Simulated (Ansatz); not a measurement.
Consider the cleavage of the Si–Si bond: `CO[Si](N)(O)[SiH3]` + `CC(=N)O` → `C/C(O)=N\[SiH3]` + `CO[SiH](N)O`.

Gas-phase electronic energies from Ansatz, PBE0-D4/def2-TZVP geometries. CCSD(T)/CBS is the MP2 limit (def2-TZVPP, def2-QZVPP) plus CCSD(T) − MP2 in def2-TZVPP, frozen cores. Functionals use def2-TZVPP. Each species was taken in one conformer, which may not be the lowest.

```
          level  ΔE (kJ/mol)
            PBE        -35.3
 MP2/def2-TZVPP        -60.7
CCSD/def2-TZVPP        -52.8
  MP2/CBS(def2)        -61.4
```

Q: What does CCSD(T)/CBS give? (Best estimate.)

A: Computed: -51.3 kJ/mol. The listed levels differ from it by 16.0, -9.4, -1.5, -10.1 kJ/mol.

Largest T1 diagnostic among the species: 0.013.

The D4 term adds +3.3 kJ/mol with B3LYP and +2.1 kJ/mol with PBE0; it sums over pairs of atoms, weighted by their polarisabilities, and B3LYP, whose exchange is more repulsive, gets the larger term. In def2-TZVPP, CCSD(T) changes the Hartree–Fock value by +20.7 kJ/mol (the triples alone add +2.1 kJ/mol) and MP2 by +10.6 kJ/mol. From PBE to PBE0 (25 % exact exchange), in def2-TZVPP and without D4, ΔE moves by −6.3 kJ/mol.

B3LYP here is the variant with VWN-RPA as its local correlation; programs differ in this.
